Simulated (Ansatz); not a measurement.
Reaction (ligand exchange at the Si–N bond): `O[Si@@H](F)N[Si@@H](O)F` + `CN[SiH2]Cl` → `CN([SiH2]Cl)[SiH](O)F` + `N[SiH](O)F`

Gas-phase electronic energies from Ansatz, PBE0-D4/def2-TZVP geometries. CCSD(T)/CBS adds triple-zeta CCSD(T) − MP2 to the extrapolated MP2 energy (def2 sets, frozen cores). This one scheme is used for every species. Functionals use def2-TZVPP. B3LYP here is the variant with VWN-RPA as its local correlation; programs differ in this. Each species was taken in one conformer, which may not be the lowest.

```
             level  ΔE (kJ/mol)  difference from CCSD(T)/CBS
            PBE-D4         11.6                          0.7
         r2SCAN-D4         13.3                          2.4
           PBE0-D4         12.3                          1.4
          B3LYP-D4         12.9                          2.0
           ωB97X-V         13.1                          2.2
           ωB97M-V         12.0                          1.1
            B2PLYP         15.8                          4.9
               PBE         15.7                          4.8
            r2SCAN         14.4                          3.5
              PBE0         15.9                          5.0
             B3LYP         19.3                          8.4
     HF/def2-TZVPP         22.2                         11.3
    MP2/def2-TZVPP          9.7                         -1.2
SCS-MP2/def2-TZVPP         11.8                          0.9
   CCSD/def2-TZVPP         13.0                          2.1
CCSD(T)/def2-TZVPP         11.1                          0.2
     HF/def2-QZVPP         22.1                         11.2
    MP2/def2-QZVPP          9.6                         -1.3
SCS-MP2/def2-QZVPP         11.8                          0.9
      HF/CBS(def2)         22.1                         11.2
     MP2/CBS(def2)          9.5                         -1.4
    CCSD/CBS(def2)         12.8                          1.9
       CCSD(T)/CBS         10.9                            0
```

Largest T1 diagnostic among the species: 0.012.

The D4 term adds −6.5 kJ/mol with B3LYP and −3.6 kJ/mol with PBE0; it sums over pairs of atoms, weighted by their polarisabilities, and B3LYP, whose exchange is more repulsive, gets the larger term. In def2-TZVPP, CCSD(T) changes the Hartree–Fock value by −11.0 kJ/mol (the triples alone add −1.9 kJ/mol) and MP2 by −12.4 kJ/mol.
